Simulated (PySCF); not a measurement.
Cd²⁺: excitation energy

Cd²⁺ [Kr] 4d10 (1S) → Cd²⁺ [Kr] 4d9 5s1 (3D), as a difference of total energies. Computed with PySCF 2.14 in aug-cc-pVDZ-PP with ECP28MDF (5s5p4d2f, 54 functions), with a scalar-relativistic core potential. Correlated levels: valence: 4s2 4p6 frozen. The calculations carry no spin-orbit coupling.

| method | excitation energy (eV) |
| --- | --- |
| UHF | 10.162 |
| MP2 (valence) | 10.910 |
| SCS-MP2 (valence) | 10.923 |
| CCSD (valence) | 10.747 |
| CCSD(T) (valence) | 10.762 |

Question: How much does correlation contribute at CCSD(T) (valence)?

Answer: 10.762 − (10.162) = 0.600 eV, measured against UHF.
